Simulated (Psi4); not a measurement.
C₄H₁₂Ge (SMILES C[C](C)(C)[GeH3]), singlet, at a GFN2-xTB geometry, with bond 17-5 at 2.0 times its length. Base run: M06-2X/STO-3G run with Psi4 1.11.

Here is a job for Psi4.
```
memory 2 GB

molecule {
0 1
  Ge    0.46067749    1.06204801    0.12669895
  C    -0.33250695   -0.76656304   -0.09144853
  C    -0.54526840   -1.38912251    1.28414072
  C     0.62092744   -1.63364519   -0.90644850
  C    -1.66922811   -0.65105376   -0.81596744
  H     1.77325686    1.02052520    0.84917919
  H     0.71116687    1.72497062   -1.19404141
  H    -0.43786689    1.97264572    0.90772151
  H    -0.97730640   -2.38574086    1.19286179
  H     0.40123205   -1.47487690    1.81709018
  H    -1.22068345   -0.77771783    1.88185265
  H     1.58399317   -1.72153951   -0.40441293
  H     0.78683792   -1.19965205   -1.89203244
  H     0.21215454   -2.63544972   -1.03884633
  H    -1.53507939   -0.20214585   -1.79970853
  H    -2.36130886   -0.03026137   -0.24773062
  H    -2.57401199   -2.61691958   -1.07994646
}

set basis sto-3g

energy('m06-2x')
print_variables()
```

Each row names what was changed in the base input (with any setting that the change needs).

```json
[
 {"change": "base", "ΔE vs base (mEh)": "0.000", "SCF cycles": "10", "grid points": "358274", "basis functions": "50", "outcome": "converged"},
 {"change": "dft_basis_tolerance = 1e-8", "ΔE vs base (mEh)": "0.000", "SCF cycles": "10", "grid points": "355673", "basis functions": "50", "outcome": "converged"},
 {"change": "puream = false", "ΔE vs base (mEh)": "___", "SCF cycles": "10", "grid points": "358274", "basis functions": "___", "outcome": "converged"},
 {"change": "scf_type = direct", "ΔE vs base (mEh)": "___", "SCF cycles": "14", "grid points": "358274", "basis functions": "50", "outcome": "converged"},
 {"change": "dft_spherical_points = 590", "ΔE vs base (mEh)": "-0.003", "SCF cycles": "10", "grid points": "698379", "basis functions": "50", "outcome": "converged"},
 {"change": "guess = gwh", "ΔE vs base (mEh)": "0.000", "SCF cycles": "14", "grid points": "358274", "basis functions": "50", "outcome": "converged"},
 {"change": "scf_initial_accelerator = ediis", "ΔE vs base (mEh)": "0.000", "SCF cycles": "10", "grid points": "358274", "basis functions": "50", "outcome": "converged"},
 {"change": "damping_percentage = 20", "ΔE vs base (mEh)": "0.000", "SCF cycles": "20", "grid points": "358274", "basis functions": "50", "outcome": "converged"},
 {"change": "d_convergence = 1e-8", "ΔE vs base (mEh)": "0.000", "SCF cycles": "13", "grid points": "358274", "basis functions": "50", "outcome": "converged"},
 {"change": "soscf = true", "ΔE vs base (mEh)": "-", "SCF cycles": "-", "grid points": "-", "basis functions": "50", "outcome": "stopped with an error"},
 {"change": "damping_percentage = 50", "ΔE vs base (mEh)": "0.021", "SCF cycles": "52", "grid points": "358274", "basis functions": "50", "outcome": "converged"},
 {"change": "guess = sapgau", "ΔE vs base (mEh)": "0.000", "SCF cycles": "10", "grid points": "358274", "basis functions": "50", "outcome": "converged"},
 {"change": "dft_spherical_points = 974", "ΔE vs base (mEh)": "-0.004", "SCF cycles": "10", "grid points": "1151971", "basis functions": "50", "outcome": "converged"}
]
```

Task: Fill in the missing entries.

Result: 
- puream = false, ΔE vs base (mEh): -561.1
- puream = false, basis functions: 51
- scf_type = direct, ΔE vs base (mEh): 2.127

- soscf = true: ended with `Fatal Error: Vx: RKS does not support rotated V builds for MGGA's`
